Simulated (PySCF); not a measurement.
CH8FNSi2, SMILES N[SiH2]C[SiH2]F.

Geometry optimised at PBE0-D3(BJ)/def2-SVP. This is a generated structure with no PubChem entry under its InChIKey; it may be hypothetical. The values are those of a single conformer.

These are TDA-PBE/def2-SVPD (PySCF) values and carry that method's errors.

Vertical excitations. The molecule is in vacuum.

```csv
state,energy (eV),λ (nm),f,main pairs
S1,5.42,229,0.012,HOMO→LUMO 99 %
S2,5.89,210,0.006,HOMO→LUMO+1 99 %
S3,6.17,201,0.017,HOMO→LUMO+2 98 %
S4,6.75,184,0.008,HOMO→LUMO+3 99 %
S5,7.07,175,0.026,HOMO−1→LUMO 95 %
S6,7.15,173,0.004,HOMO−2→LUMO 85 %
S7,7.17,173,0.011,HOMO→LUMO+4 83 %
S8,7.19,172,0.002,HOMO→LUMO+5 95 %
S9,7.35,169,0.003,"HOMO−3→LUMO 66 %, HOMO→LUMO+6 32 %"
S10,7.38,168,0.017,"HOMO→LUMO+6 64 %, HOMO−3→LUMO 31 %"
T1,5.21,238,0,HOMO→LUMO 98 %
T2,5.75,215,0,HOMO→LUMO+1 98 %
T3,5.97,208,0,HOMO→LUMO+2 98 %
T4,6.65,186,0,HOMO→LUMO+3 98 %
```
Triplets are in the Tamm–Dancoff approximation.
